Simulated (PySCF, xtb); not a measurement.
ReOCl5, SMILES [O]=[Re]([Cl])([Cl])([Cl])([Cl])[Cl], multiplicity 1.

Harmonic wavenumbers (cm⁻¹) from xtb with GFN2-xTB at its own minimum, in rising order: 93, 93, 109, 148, 148, 155, 164, 197, 197, 205, 231, 267, 267, 347, 839.

### Question
What does PySCF with B3LYP-D3(BJ)/def2-SVP give at its own minimum? (Estimate from the structure and the level; the computed values follow.)

### Answer
68, 68, 115, 167, 167, 188, 204, 248, 248, 315, 315, 358, 358, 377, 999. Paired by order, the mean absolute difference is 56 cm⁻¹ and the zero-point energies are 4.9 and 6.0 kcal/mol.
